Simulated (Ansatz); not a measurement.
`[F][In]([F])[O][SiH3]` + NH₃ → `[NH2][In]([F])[F]` + silanol at 700 K and 1 bar (ligand exchange at the In–O bond).

Calculated with Ansatz (gas phase, PBE0-D4/def2-TZVP geometries, no zero-point term in ΔE). CCSD(T)/CBS is the MP2 limit (def2-TZVPP, def2-QZVPP) plus CCSD(T) − MP2 in def2-TZVPP, frozen cores. This one scheme is used for every species. def2 core potentials past Kr. For In outer-core shells are correlated without core-valence functions, which leaves a few kJ/mol of doubt a bond. Each species was taken in one conformer, which may not be the lowest.

| species | CCSD(T)/CBS energy (Eh) | H − E (kJ/mol) | S (J/(mol·K)) |
| --- | --- | --- | --- |
| `[F][In]([F])[O][SiH3]` | -755.56161 | 162.7 | 514.3 |
| NH₃ | -56.50880 | 116.9 | 226.5 |
| `[NH2][In]([F])[F]` | -445.37255 | 133.3 | 418.7 |
| `O[SiH3]` | -366.69042 | 144.6 | 321.6 |

H − E and S are ideal-gas, rigid-rotor, harmonic terms from PBE0-D4/def2-TZVP, for one conformer and one mirror image of each species. 1 Eh = 2625.50 kJ/mol, R = 8.31446 J/(mol·K).

**Question.** By hand: ΔE, ΔH, ΔS and ΔG.

**Answer.** ΔE = (-445.37255) + (-366.69042) − (-755.56161) − (-56.50880) = 0.00744 Eh = 19.5 kJ/mol. Δ(H − E) = 133.3 + 144.6 − 162.7 − 116.9 = -1.7, so ΔH = 17.8 kJ/mol. ΔS = 418.7 + 321.6 − 514.3 − 226.5 = -0.5 J/(mol·K). ΔG = 17.8 − 700 × (-0.5)/1000 = 18.2 kJ/mol.

**Question.** By hand: the equilibrium constant, and the temperature at which ΔG would vanish if ΔH and ΔS stayed fixed.

**Answer.** log₁₀ K = −ΔG/(RT ln 10) = -1.4. ΔH and −TΔS have one sign here, so there is no such temperature.

The number of gas molecules stays the same, so ΔS is small and ΔH decides. A doubt of 5 kJ/mol in ΔE shifts log₁₀ K by 0.4 here. Other conformers and mirror images would add mixing entropy, several J/(mol·K) or more a flexible species. Modes under 60 cm⁻¹, often nearly free rotors, make the harmonic entropy too high. These are equilibria of isolated gas molecules and say nothing of rates. Largest T1 diagnostic: 0.017 (customary marks: 0.02 for closed shells, 0.045 for open ones).

ΔS is within the doubt of such terms, so its sign, and with it that verdict, could turn.
